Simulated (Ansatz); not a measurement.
Relaxation of Bi2F6 with RKS PBE-D4/def2-SVP.

```sh
$ ansatz run in.yaml --threads 4 --pin off --events-out ev --progress --plain --max-ram 4787MiB
```

```yaml
crystal:
  periodic: [false, false, false]
  atoms:
    - {symbol: Bi, position_ang: [1.173940, 0.137500, 1.593820]}
    - {symbol: Bi, position_ang: [-1.232090, 0.247070, -0.768990]}
    - {symbol: F, position_ang: [-0.946990, -1.120740, -2.227380]}
    - {symbol: F, position_ang: [-0.919880, 1.705630, -2.106270]}
    - {symbol: F, position_ang: [1.840740, -1.765770, 1.668960]}
    - {symbol: F, position_ang: [-0.718370, -0.636670, 1.636940]}
    - {symbol: F, position_ang: [0.948450, -0.236240, -0.468750]}
    - {symbol: F, position_ang: [-0.145800, 1.669220, 0.671670]}
basis:
  gaussian: {orbitals: def2-SVP}
hamiltonian: {xc: pbe, dispersion: d4}
scf: {lower_state_search: "off"}
output: {orbitals: {seedname: orbitals}}
relax: {f_tol: 0.02, max_steps: 100}
```

Run time 14 s (4 threads of Arm Neoverse V1 on a shared host).

Positions (Å) and forces (eV/Å) at steps 1, 2, 3, 4, 5, 6, 7, 8, 10, 11 of 11:

```xyz
8
step=1 energy=-27960.2043 eV
Bi    1.174    0.138    1.594    1.106    1.005    1.154
Bi   -1.232    0.247   -0.769   -1.299   -0.015    0.332
F    -0.947   -1.121   -2.227    0.094   -0.784   -0.605
F    -0.920    1.706   -2.106    0.160    0.824   -0.649
F     1.841   -1.766    1.669    0.452   -0.926    0.118
F    -0.718   -0.637    1.637   -0.860   -0.548    0.335
F     0.948   -0.236   -0.469    0.433   -0.277   -0.813
F    -0.146    1.669    0.672   -0.085    0.721    0.127
8
step=2 energy=-27960.3569 eV
Bi    1.236    0.115    1.682   -0.884   -0.292   -0.656
Bi   -1.313    0.314   -0.900    0.901    0.096    0.252
F    -1.022   -1.173   -2.314   -0.103    0.225    0.232
F    -0.957    1.828   -2.242   -0.041   -0.195    0.139
F     1.976   -1.816    1.802    0.054    0.236    0.023
F    -0.704   -0.696    1.726    0.220    0.089    0.060
F     0.929   -0.243   -0.452   -0.033   -0.095   -0.052
F    -0.144    1.671    0.699   -0.114   -0.063    0.002
8
step=3 energy=-27960.4303 eV
Bi    1.181    0.113    1.625   -0.086   -0.106   -0.001
Bi   -1.265    0.306   -0.843    0.141    0.071   -0.104
F    -1.001   -1.179   -2.252   -0.093    0.050    0.066
F    -0.926    1.807   -2.195   -0.001   -0.064    0.014
F     1.960   -1.794    1.756    0.056    0.064    0.032
F    -0.746   -0.702    1.708    0.088    0.038   -0.064
F     0.960   -0.267   -0.504   -0.115    0.113    0.102
F    -0.164    1.716    0.704    0.010   -0.167   -0.045
8
step=4 energy=-27960.4112 eV rejected
Bi    1.139    0.080    1.673    0.137   -0.126    0.078
Bi   -1.231    0.429   -0.917   -0.609   -0.328   -0.309
F    -1.192   -1.171   -2.228    0.074    0.030   -0.004
F    -0.791    1.837   -2.339    0.118   -0.046    0.070
F     2.138   -1.726    1.814   -0.050    0.088   -0.050
F    -0.715   -0.832    1.737   -0.076   -0.022   -0.006
F     0.894   -0.262   -0.471    0.194   -0.036   -0.067
F    -0.242    1.645    0.731    0.211    0.441    0.287
8
step=5 energy=-27960.4494 eV
Bi    1.160    0.096    1.648    0.008   -0.039    0.004
Bi   -1.263    0.355   -0.872   -0.032   -0.030   -0.109
F    -1.093   -1.182   -2.240   -0.021    0.050    0.052
F    -0.852    1.812   -2.251    0.018   -0.069    0.044
F     2.050   -1.764    1.783   -0.005    0.055   -0.016
F    -0.739   -0.757    1.703   -0.004   -0.014   -0.039
F     0.928   -0.250   -0.490    0.005    0.000    0.018
F    -0.192    1.690    0.719    0.032    0.046    0.047
8
step=6 energy=-27960.4556 eV
Bi    1.139    0.092    1.660   -0.013    0.062    0.035
Bi   -1.266    0.371   -0.872   -0.002    0.049    0.069
F    -1.147   -1.184   -2.213   -0.002   -0.072   -0.026
F    -0.795    1.784   -2.272    0.028    0.006    0.003
F     2.090   -1.736    1.774    0.016   -0.043   -0.021
F    -0.748   -0.797    1.655   -0.007    0.003   -0.026
F     0.920   -0.237   -0.482   -0.008    0.014   -0.024
F    -0.194    1.707    0.752   -0.011   -0.020   -0.010
8
step=7 energy=-27960.4597 eV
Bi    1.119    0.095    1.668    0.012   -0.011    0.004
Bi   -1.269    0.386   -0.869    0.010    0.062    0.034
F    -1.193   -1.210   -2.167    0.009   -0.055   -0.021
F    -0.719    1.762   -2.279   -0.003   -0.015    0.002
F     2.112   -1.716    1.739   -0.011    0.011   -0.014
F    -0.754   -0.827    1.610   -0.012    0.027   -0.014
F     0.917   -0.207   -0.482   -0.001    0.018   -0.006
F    -0.213    1.716    0.779   -0.004   -0.036    0.016
8
step=8 energy=-27960.4620 eV
Bi    1.104    0.090    1.677    0.004   -0.050   -0.028
Bi   -1.266    0.405   -0.863    0.018    0.008   -0.052
F    -1.213   -1.241   -2.105    0.006    0.020    0.033
F    -0.668    1.733   -2.303   -0.022   -0.023    0.029
F     2.119   -1.712    1.692   -0.039    0.041   -0.002
F    -0.769   -0.836    1.564    0.021    0.019   -0.004
F     0.924   -0.161   -0.483    0.004    0.020    0.028
F    -0.230    1.723    0.821    0.008   -0.035   -0.004
8
step=10 energy=-27960.4633 eV
Bi    1.108    0.085    1.668    0.050    0.004    0.029
Bi   -1.263    0.411   -0.853   -0.033   -0.008   -0.046
F    -1.179   -1.258   -2.058   -0.005    0.003    0.012
F    -0.689    1.725   -2.314    0.001    0.008    0.005
F     2.080   -1.737    1.674    0.004   -0.010   -0.002
F    -0.772   -0.826    1.542   -0.012   -0.009   -0.010
F     0.944   -0.122   -0.492    0.007   -0.009    0.017
F    -0.229    1.721    0.834   -0.013    0.020   -0.005
8
step=11 energy=-27960.4635 eV
Bi    1.112    0.086    1.670   -0.009   -0.006   -0.011
Bi   -1.266    0.414   -0.857    0.006   -0.003    0.010
F    -1.180   -1.259   -2.057   -0.003   -0.001    0.000
F    -0.687    1.728   -2.317    0.002    0.001    0.006
F     2.081   -1.738    1.675    0.004   -0.002    0.001
F    -0.768   -0.825    1.540   -0.004   -0.005    0.001
F     0.941   -0.124   -0.489    0.009    0.001    0.001
F    -0.233    1.719    0.835   -0.005    0.015   -0.009
```

In the def2 sets Bi takes a core potential; there is no spin–orbit coupling. Another isomer (singlet) lies 0.36 eV lower at PBE0-D4/def2-TZVP; other spin states weren't run for this one.
